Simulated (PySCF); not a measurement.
PySCF job for 3,3-difluoro-2-methylprop-1-ene (C4H6F2), SMILES C=C(C)C(F)F, C-PCM-M06-2X/def2-SVP. The structure is a stationary point at PBE0-D3(BJ)/def2-SVP. One conformer was computed; it need not be the lowest.

```python
import numpy as np
from pyscf import gto, scf, dft
from pyscf.solvent import pcm

mol = gto.M(
    atom='''
    C     1.63196487    0.73647775   -0.26444756
    C     0.32445872    0.67451378   -0.00655325
    C    -0.61657348    1.83460444   -0.08241776
    C    -0.30901415   -0.62540517    0.40496490
    F    -1.35778964   -0.90527904   -0.41143504
    F     0.55442032   -1.65785924    0.33391109
    H     2.10365419    1.67945336   -0.55269239
    H     2.26261213   -0.15186446   -0.19612960
    H    -1.39716683    1.64790902   -0.83652003
    H    -0.08727154    2.76027842   -0.34397696
    H    -1.13438953    1.99206071    0.87885916
    H    -0.70213021   -0.58073732    1.43889740
    ''',
    basis='def2-SVP',
    charge=0,
    spin=0,
    max_memory=1600,
    verbose=3,
)
mf = dft.RKS(mol, xc='m06-2x').density_fit(auxbasis='def2-universal-jkfit')
mf.grids.level = 4
mf.conv_tol = 1e-9
mf.max_cycle = 100
mf.kernel()
res = {}
for name, eps in {'water': 78.355, 'methanol': 32.613, 'N,N-dimethylformamide': 37.219}.items():
    s = mf.PCM()
    s.with_solvent.method, s.with_solvent.eps, s.with_solvent.lebedev_order = 'C-PCM', eps, 29
    s.kernel(mf.make_rdm1())
    res[name] = (s.e_tot, eps, s.dip_moment(), s.mo_energy, s.converged)
    print(f'{name}: electrostatic solvation free energy {(s.e_tot - mf.e_tot) * 627.509474:.3f} kcal/mol')
```

It prints:

```
converged SCF energy = -355.286569694841

WARN: PCM is an experimental feature. It is still in testing.
Features and APIs may be changed in the future.

converged SCF energy = -355.291785180616
Dipole moment(X, Y, Z, Debye):  0.15236,  2.28333,  1.18719
water: electrostatic solvation free energy -3.273 kcal/mol

WARN: PCM is an experimental feature. It is still in testing.
Features and APIs may be changed in the future.

converged SCF energy = -355.29167834717
Dipole moment(X, Y, Z, Debye):  0.15397,  2.27553,  1.18052
methanol: electrostatic solvation free energy -3.206 kcal/mol

WARN: PCM is an experimental feature. It is still in testing.
Features and APIs may be changed in the future.

converged SCF energy = -355.291700949537
Dipole moment(X, Y, Z, Debye):  0.15363,  2.27718,  1.18193
N,N-dimethylformamide: electrostatic solvation free energy -3.220 kcal/mol
```

The calculation finished and met its thresholds.
